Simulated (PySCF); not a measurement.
BiCl2HO. Atoms are numbered in the order given.

```xyz
5

Bi     0.2800     0.3409     0.0000
Cl    -0.2711    -1.1973    -1.8494
Cl    -0.2711    -1.1973     1.8494
O     -1.4704     1.4411     0.0000
H     -2.2629     0.8863     0.0000
```
Charge 0, spin multiplicity 1.

The structure is a stationary point at PBE0-D3(BJ)/def2-SVP. The def2 effective core potentials stand for the cores of Bi; spin–orbit coupling is left out. One conformer was computed; it need not be the lowest.

These are C-PCM-M06-2X/def2-SVP run with PySCF values and carry that method's errors.

The values are the electrostatic part of the solvation free energy, E(continuum) − E(gas) at the gas-phase geometry, in a cavity of scaled van der Waals radii (PySCF's table); cavitation and dispersion terms are not included. A continuum can't describe solvent molecules that bind to the metal. In vacuum the orbital gap is 8.90 eV. The dipole moment in vacuum is 3.12 D.

```csv
solvent,ε,ΔG(elec) (kcal/mol),dipole (D),gap (eV)
water,78.36,-11.8,4.37,9.18
diethylether,4.24,-8.7,4.03,9.11
cyclohexanone,15.62,-11.1,4.29,9.16
```
